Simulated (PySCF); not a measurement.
Run record for `O=CCCC(F)(F)F`: LDA/STO-3G, IEF-PCM acetonitrile, grid level 3, full TDDFT, 25 singlets.

Method: TDDFT LDA/STO-3G, vertical, IEF-PCM acetonitrile (non-equilibrium linear response), core orbitals frozen in the response (PySCF 2.14.0, density-fitted response routines). Geometry: GFN2-xTB. A driver script takes a list of jobs; this job's settings line and coordinates (Å) are shown.

Command:
```bash
OMP_NUM_THREADS=1 python probes_run.py task.json out
```

Input:
```
{"job": {"kind": "uv", "xc": "LDA", "basis": "STO-3G", "solvent": "acetonitrile", "nstates": 25, "ntriplets": 0, "tda": false, "grid": 3}, "charge": 0, "multiplicity": 1}
O      1.726136     1.538360     0.044355
C      1.792751     0.391178    -0.284506
C      0.772302    -0.667863     0.056901
C     -0.538400    -0.062555     0.560026
C     -1.470300     0.248018    -0.594688
F     -2.594714     0.849604    -0.182159
F     -0.920238     1.041199    -1.520837
F     -1.854485    -0.869597    -1.240751
H      2.654096    -0.001918    -0.855822
H      1.221913    -1.288651     0.836563
H      0.607623    -1.309656    -0.810624
H     -0.331381     0.874717     1.082828
H     -1.069689    -0.742349     1.226476
```

Output:
```
coarse grid: 11792 points
cycle   1  E = -518.7760963477  dE =  1.426e+00  |g| = 8.963e-01  |ddm| = 4.782e+00
cycle   2  E = -518.1528924989  dE =  6.232e-01  |g| = 1.744e+00  |ddm| = 3.083e+00
cycle   3  E = -519.0003870217  dE = -8.475e-01  |g| = 3.208e-01  |ddm| = 2.152e+00
cycle   4  E = -519.0290630809  dE = -2.868e-02  |g| = 6.246e-02  |ddm| = 4.240e-01
cycle   5  E = -519.0301370478  dE = -1.074e-03  |g| = 1.746e-02  |ddm| = 8.218e-02
cycle   6  E = -519.0302282391  dE = -9.119e-05  |g| = 1.645e-03  |ddm| = 2.519e-02
cycle   7  E = -519.0302291056  dE = -8.666e-07  |g| = 4.278e-04  |ddm| = 2.921e-03
final grid: 162384 points
cycle   8  E = -518.9503376974  dE = -5.053e-06  |g| = 3.037e-03  |ddm| = 1.097e-02
cycle   9  E = -518.9503309999  dE =  6.697e-06  |g| = 5.701e-03  |ddm| = 1.018e-02
cycle  10  E = -518.9503398581  dE = -8.858e-06  |g| = 1.309e-03  |ddm| = 7.310e-03
cycle  11  E = -518.9503403746  dE = -5.165e-07  |g| = 1.105e-04  |ddm| = 1.603e-03
cycle  12  E = -518.9503403785  dE = -3.899e-09  |g| = 2.813e-05  |ddm| = 1.962e-04
cycle  13  E = -518.9503403787  dE = -2.253e-10  |g| = 7.131e-06  |ddm| = 4.243e-05
converged SCF energy = -518.9503403787

Static polarisability (au): isotropic 26.911, principal 21.285 28.850 30.599

Singlet excitations
state   eV       nm        f      main configurations
  1   4.2644    290.7   0.00002   H->L 1.00
  2   4.6785    265.0   0.00075   H-1->L 1.00
  3   4.8140    257.5   0.00195   H-2->L 0.98
  4   4.9435    250.8   0.00275   H-3->L 0.98
  5   5.0218    246.9   0.00146   H-4->L 0.98
  6   5.8005    213.7   0.00056   H-5->L 0.96
  7   5.8198    213.0   0.00135   H-6->L 0.96
  8   8.6336    143.6   0.00137   H-8->L 0.70, H-10->L 0.15, H-7->L 0.14
  9   9.0330    137.3   0.00201   H-9->L 0.98
 10   9.7595    127.0   0.08199   H-11->L 0.44, H-7->L 0.42
 11   9.9142    125.1   0.00499   H-10->L 0.81, H-8->L 0.14
 12  10.0745    123.1   0.01057   H->L+1 0.99
 13  10.2864    120.5   0.02381   H->L+2 0.95
 14  11.0075    112.6   0.00017   H-12->L 0.81, H-13->L 0.18
 15  11.1439    111.3   0.00727   H-13->L 0.78, H-12->L 0.16
 16  11.2153    110.5   0.00077   H-1->L+1 0.90
 17  11.2686    110.0   0.00244   H-3->L+1 0.57, H-2->L+1 0.24
 18  11.3486    109.3   0.00715   H-2->L+1 0.36, H-1->L+2 0.31, H-4->L+1 0.16
 19  11.4690    108.1   0.00210   H-4->L+1 0.64, H-3->L+1 0.20
 20  11.5179    107.6   0.00923   H-1->L+2 0.55, H-2->L+1 0.21
 21  11.5448    107.4   0.00470   H-3->L+2 0.36, H-2->L+2 0.30, H-4->L+2 0.17
 22  11.5977    106.9   0.01939   H-14->L 0.35, H-11->L 0.18, H-7->L 0.11
 23  11.6097    106.8   0.01986   H-2->L+2 0.32, H-3->L+2 0.29, H-14->L 0.10
 24  11.7030    105.9   0.00362   H->L+3 0.94
 25  11.7149    105.8   0.00143   H-4->L+2 0.70, H-3->L+2 0.17
```

The SCF starts on a coarse grid where the log names one; the energy can jump when the final grid takes over, and dE then counts from the start density on the new grid. H and L stand for HOMO and LUMO; the number after each pair is its weight.

Give the mean polarisability as a volume in Å³, and the ratio of the largest to the smallest principal value.

26.911 au × 0.148185 = 3.99 Å³; 30.599/21.285 = 1.44.

Which computed singlet has the largest oscillator strength, and what do all of them sum to?

State 10 at 9.76 eV (127 nm), f = 0.082; the 25 states sum to 0.212.

In short: SCF converged in 13 cycles with 45 basis and 698 fitting functions; HOMO -2.57 eV, LUMO 1.24 eV; lowest singlet 4.26 eV; mean polarisability 26.9 au.

The species at its GFN2-xTB geometry (one conformer only).

On Intel Xeon Platinum 8259CL at 2.50 GHz, one thread, shared host, this took 4.6 s of wall time and 0.43 GiB of memory at its peak.

Shape of the structure used: `[O:1]=[CH:2][CH2:3][CH2:4][C:5]([F:6])([F:7])[F:8]`: O1–C2–C3–C4 15°, C2–C3–C4–C5 88°, C3–C4–C5–F6 -176°.
